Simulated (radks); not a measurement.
The numbers below are computed, except where a source is named.
Q: Ionisation of Rh, [Kr] 4d8 5s1, to Rh+, [Kr] 4d8, under several functionals. Dirac Kohn-Sham, spin-unpolarised, spherical densities, finite nucleus; open shells fill j = l - 1/2 first; a radial shooting solver on a logarithmic mesh with Libxc functionals. Known Delta-SCF values: LDA (Slater exchange, Perdew-Zunger correlation) 7.784 eV; SOGGA 7.328 eV; XLYP 7.582 eV. What does B86b exchange with PBE correlation give, and what is its highest occupied eigenvalue?

A: 7.475 eV by Delta-SCF; the 5s1/2 eigenvalue is -4.319 eV. NIST: 7.459 eV (measured).

Beside tabulated values, note that spin-unpolarised runs miss the spin-polarisation part of the exchange energy of open shells.
